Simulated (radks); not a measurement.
Neutral arsenic inside a hard spherical wall (all orbitals vanish at R), configuration held at [Ar] 3d10 4s2 4p3 and not refilled when levels cross. Method: non-relativistic Kohn-Sham, PBE, spin-polarised, spherical densities, point nucleus; open shells are filled with parallel spins first; computed with a radial shooting solver on a logarithmic mesh with Libxc functionals. Eigenvalues in eV for spin up, with the zero of energy where the potential of the charges vanishes at infinity; a dash marks a level that is unbound or too diffuse for the functional's potential to be trusted. A positive occupied level is held by the wall or, in an anion where self-interaction has pushed it up, behind a barrier. The pressure on the wall is -dE/dV.

R (bohr)  E (hartree)  kinetic (hartree)    e(3p)    e(3d)    e(4s)   e(4p)  e(5s, empty)  e(5p, empty)  pressure (GPa)
free      -2235.53176           2234.139  -131.96  -41.459  -14.777  -5.955             -             -               0
20        -2235.53176           2234.139  -131.96  -41.459  -14.777  -5.955             -             -        < 0.0001
15        -2235.53176           2234.139  -131.96  -41.459  -14.777  -5.955        -0.534         0.521        < 0.0001
10        -2235.53164           2234.141  -131.95  -41.446  -14.767  -5.945        -0.011         1.737         0.00353
8         -2235.53020           2234.154  -131.84  -41.344  -14.689  -5.866         1.110         3.707          0.0740
6         -2235.51071           2234.282  -131.08  -40.591  -14.145  -5.259         5.184         9.694            1.81
5         -2235.45112           2234.605  -129.64  -39.166  -13.124  -4.018        11.170        17.437            10.4
4         -2235.20047           2235.727  -125.91  -35.506  -10.251  -0.364        26.004        34.966            70.8
1.5       -2204.71334           2325.759  -42.571   50.871   163.07  189.17        544.27        557.27           85100
